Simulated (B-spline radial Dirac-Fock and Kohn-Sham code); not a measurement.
## Elastic and transport cross sections of beryllium for electrons

Model: relativistic (Dirac) partial waves in the static field of the Dirac-Fock atom with Furness-McCarthy exchange, without polarisation or absorption potentials. Program: an atomic code on a B-spline grid. Below a few hundred eV the neglected polarisation potential matters, most of all at small angles. σ_tr1 and σ_tr2 weight the cross section with 1 − P₁ and 1 − P₂ of cos θ; "backward" is the share scattered beyond 90°.

```tsv
energy (eV)	σ (a₀²)	σ_tr1 (a₀²)	σ_tr2 (a₀²)	σ/σ_tr1	backward (%)
202	6.33	0.991	1.74	6.39	4.3
273	4.93	0.613	1.13	8.05	3.1
300	?	?	?	?	?
459	3.12	0.258	0.514	12.1	1.7
500	2.89	0.223	0.449	12.9	1.6
756	1.97	0.110	0.231	18.0	0.97
820	1.82	0.0951	0.202	19.2	0.89
1000	1.51	0.0671	0.145	22.5	0.71
1020	1.48	0.0648	0.140	22.8	0.70
1140	1.33	0.0533	0.116	24.9	0.61
1170	1.30	0.0509	0.111	25.5	0.60
1190	1.28	0.0494	0.108	25.8	0.59
1240	1.23	0.0459	0.101	26.7	0.56
1260	1.21	0.0447	0.0984	27.0	0.55
1270	1.20	0.0440	0.0970	27.2	0.54
```

Problem. Fill in the row for 300 eV.

Solution. σ = 4.55 a₀², σ_tr1 = 0.525 a₀², σ_tr2 = 0.986 a₀², σ/σ_tr1 = 8.66, backward 2.8 %. The ratio σ/σ_tr1 is roughly the number of elastic collisions that randomise the direction.

Values without a named source are computed, but for edge energies of neutral atoms, which are taken from tables.
